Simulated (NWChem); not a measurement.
Molecule: C3H7NSi; SMILES N[SiH2]C#CC

```xyz
12

C      3.1254    -0.0456    -0.2398
C      1.6844    -0.0628    -0.0132
C      0.4824    -0.0685     0.1792
Si    -1.3143    -0.1156     0.4860
N     -2.1688     0.3952    -0.9350
H      3.4145     0.7872    -0.8924
H      3.6700     0.0668     0.7056
H      3.4655    -0.9756    -0.7116
H     -1.6289    -1.4920     0.9765
H     -1.6999     0.8396     1.5585
H     -2.0560    -0.1147    -1.8033
H     -3.1223     0.7220    -0.8321
```
Atoms are numbered in this order, from 1.

Coordinates come from a B3LYP/6-31G* (spherical d) optimisation.

Problem. Give the principal values of the shielding tensors (ppm) of C1, C2, C3, Si4, N5 from B3LYP/6-31G* (spherical d), GIAO (NWChem), with their diamagnetic and paramagnetic parts as GIAO splits them.

Solution. 
```csv
atom,σ11,σ22,σ33,isotropic,diamagnetic,paramagnetic
C1,177.0,177.5,199.9,184.8,257.7,-72.9
C2,3.9,13.2,261.3,92.8,247.8,-155.0
C3,37.7,47.2,269.3,118.1,261.9,-143.8
Si4,427.4,443.1,504.1,458.2,886.5,-428.3
N5,222.8,259.3,283.3,255.2,320.7,-65.5
```
